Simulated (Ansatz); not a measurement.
Basis-set extrapolation for `SC1C[SiH2]1` (PBE0-D4/def2-TZVP geometry, frozen core, Ansatz). Multiplicity 1, RHF reference.

|  | def2-TZVPP | def2-QZVPP |
| --- | --- | --- |
| HF | -765.690220 | -765.714293 |
| MP2 correlation | -0.642211 | -0.688191 |
| CCSD(T) correlation | -0.722379 | not run |

Energies in hartree. Use E(X) = E(∞) + A·exp(−7.88·√X) for Hartree–Fock and E(X) = E(∞) + B·X^(−2.97) for correlation, with X = 3 and 4, and add CCSD(T) minus MP2 of the smaller set to the MP2 limit.

Question: What is the CCSD(T) energy at the basis-set limit?

Answer: HF limit: -765.714293 + (-0.024073) × 0.13774 = -765.71761. MP2 limit: -0.688191 + (-0.045980) × 0.74074 = -0.72225. Higher-order term: -0.722379 − (-0.642211) = -0.08017. Total: -766.52003 hartree, 282.1 kJ/mol below CCSD(T)/def2-TZVPP.
